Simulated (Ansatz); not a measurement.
Reaction (silylene formation by 1,1-elimination): `O[SiH](F)[S][GeH3]` → `O[Si]F` + `[SH][GeH3]`

Computed with Ansatz on PBE0-D4/def2-TZVP structures; ΔE is electronic, products minus reactants. CCSD(T)/CBS adds triple-zeta CCSD(T) − MP2 to the extrapolated MP2 energy (def2 sets, frozen cores). This one scheme is used for every species. DFT in def2-TZVPP. For Ge outer-core shells are correlated without core-valence functions, which leaves a few kJ/mol of doubt a bond. Scalar relativity is left out up to krypton. Each species was taken in one conformer, which may not be the lowest.

```
             species  revPBE-D4 energy (Eh)
`O[SiH](F)[S][GeH3]`            -2942.69763
            `O[Si]F`             -465.21931
        `[SH][GeH3]`            -2477.40223
```

Problem. Work out ΔE.

Solution. ΔE = (-465.21931) + (-2477.40223) − (-2942.69763) = 0.07609 Eh = +2.07 eV. CCSD(T)/CBS gives +2.19 eV.

Largest T1 diagnostic among the species: 0.015.

From PBE to PBE0 (25 % exact exchange), in def2-TZVPP and without D4, ΔE moves by +0.20 eV. The D4 term adds +0.21 eV with B3LYP and +0.11 eV with PBE0; it sums over pairs of atoms, weighted by their polarisabilities, and B3LYP, whose exchange is more repulsive, gets the larger term.

B3LYP here is the variant with VWN-RPA as its local correlation; programs differ in this.
